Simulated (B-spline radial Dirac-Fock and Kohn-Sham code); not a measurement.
Level of theory: Dirac-Fock densities; an atomic code on a B-spline grid.

**Question.** This computed X-ray form factor belongs to an atom or ion in its tabulated ground configuration. Which?

```
sin θ/λ (Å⁻¹)      f₀
          0.1  43.410
          0.2  41.724
          0.4  36.050
          0.6  29.446
          0.8  23.880
          0.9  21.725
          1.6  13.790
            4   4.592
            6   2.780
```

**Answer.** Pm¹⁷⁺, with 44 electrons in [Kr] 4d8. f₀ tends to the number of electrons as s goes to zero, which the first rows give only roughly, and the rate of fall reflects the nuclear charge, 61.
